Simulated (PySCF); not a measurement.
A GIAO shielding run with PySCF 2.14.0 with density-fitted response routines (density fitting, non-relativistic, gas phase) on SMILES C[Si@@H]1N[Si@H](O)N[SiH2]1, CH10N2OSi3:

```
$ OMP_NUM_THREADS=1 python probes_run.py task.json out

{"job": {"kind": "nmr", "xc": "PBE0", "basis": "pcSseg-1"}, "charge": 0, "multiplicity": 1}
C      2.459400     0.262648    -1.024744
Si     1.217359    -0.228496     0.331288
N     -0.074970    -1.143123    -0.387307
Si    -1.725413    -0.922492     0.082997
O     -2.761218    -0.981659    -1.168561
N     -1.623616     0.633825     0.832223
Si    -0.122295     1.383555     1.275937
H      2.018064     0.915215    -1.772378
H      2.847425    -0.612648    -1.537359
H      3.306779     0.783268    -0.590346
H      1.943054    -1.108061     1.279770
H      0.134449    -1.940207    -0.964689
H     -2.262749    -1.966554     0.944056
H     -2.650858    -0.390903    -1.909342
H     -2.489926     1.051755     1.127192
H     -0.076354     1.522496     2.742638
H     -0.146128     2.753411     0.728714
```

Hardware: 1 thread of an Intel Xeon 6975P-C, shared host. The job also computes population analyses, field gradients, ring-centre shieldings.

Question: How large is the calculation?

Answer: 80 electrons, 190 basis functions and 1051 auxiliary functions.

Question: How long does it take, and how much memory does it need?

Answer: 34 s of wall time, with 13 SCF cycles and 4 response iterations; peak memory 0.84 GiB. Times on a shared host scatter by some tens of per cent.
